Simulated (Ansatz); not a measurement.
Reaction (cleavage of the P–Si bond): `B[SiH](N)P` + `N=C=O` → `O=C=NP` + `B[SiH2]N`

Calculated with Ansatz (gas phase, PBE0-D4/def2-TZVP geometries, no zero-point term in ΔE). CCSD(T)/CBS adds triple-zeta CCSD(T) − MP2 to the extrapolated MP2 energy (def2 sets, frozen cores). This one scheme is used for every species. Functionals use def2-TZVPP. B3LYP here is the variant with VWN-RPA as its local correlation; programs differ in this. HSE06 is defined as in plane-wave codes. Each species was taken in one conformer, which may not be the lowest.

| level | ΔE (kJ/mol) | difference from CCSD(T)/CBS |
| --- | --- | --- |
| LDA (SPW92) | 98.3 | 50.5 |
| PBE-D4 | 79.9 | 32.1 |
| BLYP-D4 | 47.9 | 0.1 |
| B97M-V | 59.8 | 12.0 |
| r2SCANh-D4 | 64.0 | 16.2 |
| ωB97X-V | 37.6 | -10.2 |
| ωB97M-V | 46.9 | -0.9 |
| B2PLYP | 36.6 | -11.2 |
| revPBE | 64.9 | 17.1 |
| BLYP | 37.0 | -10.8 |
| B3LYP | 31.2 | -16.6 |
| HSE06 | 62.7 | 14.9 |
| RPA@PBE/def2-TZVPP | 36.7 | -11.1 |
| CCSD(T)/def2-SVP | 40.9 | -6.9 |
| SCS-MP2/def2-TZVPP | 28.9 | -18.9 |
| CCSD/CBS(def2) | 34.9 | -12.9 |
| CCSD(T)/CBS | 47.8 | 0 |

Largest T1 diagnostic among the species: 0.018.

From PBE to PBE0 (25 % exact exchange), in def2-TZVPP and without D4, ΔE moves by −12.3 kJ/mol. In def2-TZVPP, CCSD(T) changes the Hartree–Fock value by +74.9 kJ/mol (the triples alone add +12.9 kJ/mol) and MP2 by +79.2 kJ/mol.
